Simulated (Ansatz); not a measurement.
BFGaH6NSi (`[NH2][Ga]([SiH3])[BH]F`), 11 atoms. The species carries charge 0 and has multiplicity 1. Correlated methods include outer-core shells of Ga, which these sets cover unevenly. Scalar relativity is left out up to krypton. All runs use 4 threads of an Arm Neoverse V2 on a shared host. Correlated methods freeze the cores.

(1) Give the basis size and wall time and peak host memory of each of these runs in Ansatz. RKS PBE0-D4/def2-QZVPP energy; RKS PBE0-D4/def2-TZVP relaxation (42 steps); RKS PBE0-D4/def2-TZVP frequencies; RHF-CCSD(T)/def2-SVP energy; RHF-MP2/def2-QZVPP energy; RKS ωB97M-V/def2-SVP energy; RHF-CCSD(T)/def2-TZVPP energy; direct RPA on PBE orbitals/def2-TZVPP energy; RKS HSE06 (plane-wave form)-D4/def2-TZVPP energy; RKS PBE0-D4/def2-SVP energy; RKS r2SCAN-D4/def2-TZVPP energy and forces; RKS PBE-QIDH (frozen core)/def2-TZVPP energy. (An estimate is asked.)

Results:

(1) Computed: Other jobs shared the machine, so times are rough.

```csv
level,job,functions,wall time,peak host memory (GiB)
RKS PBE0-D4/def2-SVP,energy,122,1.6 s,0.5
RKS HSE06 (plane-wave form)-D4/def2-TZVPP,energy,267,4.6 s,0.83
RKS r2SCAN-D4/def2-TZVPP,energy and forces,267,6 s,0.4
RKS ωB97M-V/def2-SVP,energy,122,7 s,0.5
RKS PBE-QIDH (frozen core)/def2-TZVPP,energy,267,8.5 s,0.73
direct RPA on PBE orbitals/def2-TZVPP,energy,267,9 s,0.69
RHF-CCSD(T)/def2-SVP,energy,122,12 s,0.68
RKS PBE0-D4/def2-QZVPP,energy,510,13 s,2.2
RHF-MP2/def2-QZVPP,energy,510,31 s,3.2
RKS PBE0-D4/def2-TZVP,relaxation (42 steps),214,3.1 min,0.65
RKS PBE0-D4/def2-TZVP,frequencies,214,3.3 min,0.65
RHF-CCSD(T)/def2-TZVPP,energy,267,5.2 min,6.7
```
